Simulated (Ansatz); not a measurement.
Reaction (ligand exchange at the Al–C bond): `C[O][AlH][CH2]F` + H₂S → `C[O][AlH][SH]` + `CF`

Isolated molecules relaxed with PBE0-D4/def2-TZVP in Ansatz; ΔE leaves out vibrations. CBS: MP2 limit from def2 TZ/QZ plus the TZ coupled-cluster correction, frozen cores. This one scheme is used for every species. DFT in def2-TZVPP. Each species was taken in one conformer, which may not be the lowest.

`C[O][AlH][CH2]F`:

Cartesian coordinates in Å:
```
C 0.337 -0.965 -1.690
O -0.508 -1.141 -0.589
Al -0.841 -0.369 0.863
C 0.118 1.289 1.375
F 1.043 1.672 0.394
H -0.258 -0.866 -2.603
H 0.984 -1.840 -1.805
H 0.969 -0.077 -1.591
H -1.941 -1.011 1.798
H -0.568 2.132 1.529
H 0.666 1.175 2.320
```

H₂S:

Z-matrix (Å, degrees):
```
S
H 1 1.341
H 1 1.341 2 92.3
```

`C[O][AlH][SH]`:

Z-matrix (Å, degrees):
```
C
O 1 1.394
H 1 1.098 2 112.7
H 1 1.095 2 110.2 3 120.5
H 1 1.095 2 110.1 3 -120.5
Al 2 1.679 1 138.3 3 -1.4
S 6 2.185 2 120.8 1 -0.1
H 6 1.569 2 118.9 1 179.9
H 7 1.345 6 93.5 2 -0.1
```

`CF`:

```xyz
5

C    -0.050    0.021    0.027
F     1.083   -0.462   -0.587
H     0.227    0.842    0.693
H    -0.515   -0.782    0.602
H    -0.744    0.381   -0.736
```

Q: Is it downhill or uphill in electronic energy at CCSD(T)/CBS, and by how much? (An estimate is asked.)

A: Ansatz gave: Downhill: ΔE = -33.7 kcal/mol.

Q: What do these levels give: PBE-D4, r2SCAN-D4, ωB97X-V, ωB97M-V, B2PLYP, PBE0, HF/def2-TZVPP, SCS-MP2/def2-TZVPP, CCSD(T)/def2-TZVPP, SCS-MP2/def2-QZVPP, HF/CBS(def2), CCSD/CBS(def2)? (An estimate is asked.)

A: Ansatz gave: PBE-D4 -32.2, r2SCAN-D4 -33.9, ωB97X-V -32.5, ωB97M-V -32.3, B2PLYP -33.3, PBE0 -33.5, HF/def2-TZVPP -35.5, SCS-MP2/def2-TZVPP -34.2, CCSD(T)/def2-TZVPP -33.5, SCS-MP2/def2-QZVPP -34.3, HF/CBS(def2) -35.3, CCSD/CBS(def2) -33.6 kcal/mol.

Largest T1 diagnostic among the species: 0.012.

From PBE to PBE0 (25 % exact exchange), in def2-TZVPP and without D4, ΔE moves by −1.4 kcal/mol.
